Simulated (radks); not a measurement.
Task: V3+, 20 electrons, occupied as [Ar] 3d2. Calculated with a radial shooting solver on a logarithmic mesh with Libxc functionals: Dirac Kohn-Sham, PBEsol, spin-unpolarised, spherical densities, finite nucleus; open shells fill j = l - 1/2 first; Fermi nuclear charge, rms radius 3.6002 fm. Some entries of the table are withheld. Estimate them.

| orbital | occ. | eigenvalue (eV) | r(max) (bohr) | <1/r> (bohr^-1) |
|---|---|---|---|---|
| 1s1/2 | 2 | -5391.897 | 0.04352 | 22.82 |
| 2s1/2 | 2 | (1) | 0.2559 | 4.808 |
| 2p1/2 | 2 | -542.2109 | 0.2066 | (2) |
| 2p3/2 | 4 | -535.1255 | 0.2089 | (3) |
| 3s1/2 | 2 | (4) | 0.8165 | 1.505 |
| 3p1/2 | 2 | -77.7142 | 0.8348 | 1.388 |
| 3p3/2 | 4 | -76.8469 | 0.8413 | 1.374 |
| 3d3/2 | 2 | -36.9440 | 0.8516 | 1.093 |
| 3d5/2 | 0 | -36.8592 | 0.8535 | 1.090 |

Result: 
(1) 2s1/2 eigenvalue (eV): -636.6048
(2) 2p1/2 <1/r> (bohr^-1): 4.746
(3) 2p3/2 <1/r> (bohr^-1): 4.680
(4) 3s1/2 eigenvalue (eV): -103.5227
